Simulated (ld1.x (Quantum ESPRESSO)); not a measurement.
# What one change does to a pseudopotential (iron (Fe), TM)

```json
{
 "Element": "iron (Fe)",
 "Generator": "ld1.x (Quantum ESPRESSO) 7.5",
 "Type": "norm-conserving Troullier–Martins (Kleinman–Bylander form)",
 "Functional": "PBE",
 "Relativity": "non-relativistic",
 "Frozen core": "[Ar]",
 "Valence charge": "8",
 "Reference configuration": "3d7 4s1 4p0",
 "Partial waves": "4s (bound): rc 1.90 bohr; 4p (bound, empty): rc 3.90 bohr; 3d (bound): rc 1.05 bohr",
 "Local potential": "all-electron potential smoothed inside 1.95 bohr (lloc = -1)",
 "Core correction": "none"
}
```

Change: core correction a·sin(br)/r model core inside 0.44 bohr.

Cutoffs: the cutoffs (Ry, on a coarse ladder) from which the occupation-weighted sum of valence levels, in a spherical-Bessel basis at the reference potential, stays within 10 and 1 mRy of its value at 400 Ry; they do not see the model core or the augmentation charge, which bear on the density cutoff. Errors are all-electron minus pseudo energies relative to the spin-unpolarised reference configuration.

Task: Predict the effect on cutoff, ghosts and configuration errors.

Result: The potential gets neither clearly harder nor softer (180 Ry and 260 Ry → 180 Ry and 260 Ry); of the 7 tests that both files solve, the error grows in 7 and shrinks in 0 by more than 15 % and 0.3 meV (median size 69.4 → 122.0 meV); neither file shows a bound ghost. A model core, the more so a compact one, raises the density cutoff, which this test does not measure.

```csv
quantity,base,changed
"cutoff, loose",180 Ry,180 Ry
"cutoff, tight",260 Ry,260 Ry
bound ghosts,none,none
"error for 3d6 4s2 4p0, meV [ΔE 1.09 eV]",-92,-122
"error for 3d6 4s1 4p0, meV [ΔE 9.69 eV]",-34,-64
"error for 3d6 4s0 4p0, meV [ΔE 25.68 eV]",+47,-95
"error for 3d5 4s2 4p1, meV [ΔE 10.13 eV]",-232,-383
"error for 3d5 4s0 4p0, meV [ΔE 60.12 eV]",-340,-836
"error for 3d5 4s2 4p0, meV [ΔE 15.62 eV]",-43,-176
"error for 3d6 4s1 4p1, meV [ΔE 5.07 eV]",-69,-99
s: phases at 4.25 bohr within 0.05 rad from the reference energy up to (Ry; the scan ends near 5),0.5,0.5
p: phases at 4.25 bohr within 0.05 rad from the reference energy up to (Ry; the scan ends near 5),1.0,1.0
d: phases at 4.25 bohr within 0.05 rad from the reference energy up to (Ry; the scan ends near 5),2.2,2.2
```
